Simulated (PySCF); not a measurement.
Bond curve of PrN

Set-up: basis Pr x2c-TZVPall, N x2c-TZVPall; spin-free X2C with a Gaussian nucleus; PySCF 2.14. Energies in eV from Pr (4f3 6s2) + N in their ground configurations at the same level. State: triplet, about 2.4 electrons in the 4f shell (Mulliken), real f orbitals that mix terms.

```
R (Å)  PBEsol  LC-ωPBE
1.493  -4.333   -3.786
1.562  -5.352   -4.756
1.632  -5.921   -5.252
1.684  -6.130   -5.393
1.736  -6.286   -5.384
1.788  -6.229   -5.255
1.857  -6.027   -4.942
1.944  -5.635   -4.387
2.049  -5.054   -3.578
2.187  -4.225   -2.767
```

Problem. Put a parabola through the three lowest points of the LC-ωPBE curve and estimate Re, k and ωe (reduced mass 12.74 u; 1 eV/Å² = 0.16022 mdyn/Å; ωe = 1302.8·√(k/μ) cm⁻¹).

Solution. Through R = 1.632, 1.684, 1.736 Å the second-order coefficient is 27.7 eV/Å², so Re ≈ 1.707 Å, k ≈ 8.89 mdyn/Å and ωe ≈ 1088 cm⁻¹. A polynomial fit of higher order to the unrounded LC-ωPBE energies gives Re = 1.706 Å, k = 8.04 mdyn/Å, ωe = 1035 cm⁻¹; anharmonicity and rounding make the difference.

The higher-order fit for each curve: LC-ωPBE: Re = 1.706 Å, ωe = 1035 cm⁻¹, De = 5.41 eV. PBEsol gave no clean fit.

⟨S²⟩ of the unrestricted solution departs from its pure value on part of the curve, where spin states mix. Spin–orbit coupling is left out, which matters for elements this heavy, above all for dissociation energies. Counting both spins, an empty level lies below a filled one in some of these solutions, because spin and occupation are held. With d or f electrons several states lie close, and the lowest PBE0 determinant need not be the measured ground state.
